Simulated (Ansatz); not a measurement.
GaGeH5O, SMILES `[OH][GaH][GeH3]`, relaxed with RKS PBE0-D4/def2-TZVP in the Gaussian-basis code of Ansatz from a PBE-D4/def2-SVP geometry. The force threshold is 0.005 eV/Å; the program also tests the step.

Total charge 0; spin multiplicity 1.

Start:

```xyz
8

O    -2.339   -0.547   -0.011
Ga   -0.840   -0.014   -0.871
Ge    1.270    0.221    0.365
H    -2.214   -0.721    0.940
H    -1.139    0.238   -2.398
H     1.168    1.329    1.451
H     2.450    0.590   -0.575
H     1.645   -1.097    1.099
```

Problem. How much energy does the relaxation release, and in how many steps? (An estimate is asked.)

Solution. Ansatz gave: 2.69 kJ/mol, in 33 steps, 5 of them rejected.

Problem. Which bonds change most? (Best estimate.)

Solution. Ansatz gave: O1–Ga2 from 1.809 to 1.791 Å; Ge3–H6 from 1.555 to 1.540 Å; O1–H4 from 0.975 to 0.959 Å; Ge3–H8 from 1.555 to 1.540 Å.

Problem. Give the relaxed structure. (An estimate is asked.)

Solution. The calculation gave: 
```xyz
8

O    -2.188   -0.896   -0.147
Ga   -0.905    0.172   -0.795
Ge    1.226    0.271    0.395
H    -1.941   -1.371    0.649
H    -1.342    0.930   -2.090
H     1.529    1.704    0.870
H     2.389   -0.164   -0.516
H     1.234   -0.645    1.633
```
